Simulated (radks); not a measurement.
Values are calculated unless marked as measured or tabulated.
Valence configurations of Si II (all share [Ne]). Level of theory: non-relativistic Kohn-Sham, BLYP, spin-polarised, spherical densities, point nucleus; open shells are filled with parallel spins first (a radial shooting solver on a logarithmic mesh with Libxc functionals). Energies are relative to 3s2 3p1; eigenvalues in eV for spin up.

| valence | E (eV) | moment (Bohr magnetons) | e(3p) | e(3s) |
|---|---|---|---|---|
| 3s2 3p1 | 0.000 | 1 | -11.903 | -19.257 |
| 3s1.5 3p1.5 | 2.982 | 2 | -12.458 | -19.924 |
| 3s1 3p2 | 5.519 | 3 | -12.930 | -20.496 |
| 3s0.5 3p2.5 | 9.311 | 3 | -13.216 | -20.817 |
| 3p3 | 13.119 | 3 | -13.492 | - |

NIST lists [Ne] 3s2 3p1 as the ground configuration; this level of theory agrees among the configurations tried. The energies are those of spherical high-spin densities, not of single terms.
